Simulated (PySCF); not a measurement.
Coordinates in bohr (charge 1 multiplicity 6):
```
Fe   -0.7289    0.0000    0.0000
Cl    0.5830   -3.7007    0.0000
Cl    0.5830    3.7007    0.0000
```

Level of theory: UPBE0/[Fe def2-SVP, Cl def2-SVP], no relativity, density fitting, PySCF.

This geometry of FeCl₂⁺ is a stationary point at this level.

(1) What is the point group?

(2) Is it a minimum?

(3) List the harmonic modes with their infrared intensities.

(4) Give the atomic charges and bond orders.

Answers

(1) C2v.

(2) Yes: all harmonic wavenumbers are real.

(3) 
```csv
symmetry,ω (cm⁻¹),IR (km/mol)
a1,61,12.4
a1,414,7.1
b2,550,62.4
```

(4) 
| atom | Mulliken | Löwdin | polar tensor | spin (Mulliken) | Mayer order to Fe1 |
| --- | --- | --- | --- | --- | --- |
| Fe1 | 0.96 | 0.68 | 1.44 | 4.09 | – |
| Cl2,3 | 0.02 | 0.16 | -0.22 | 0.45 | 1.51 |

Other isomers or separated fragments may lie lower. Other spin states or occupations of the open shell can lie lower.
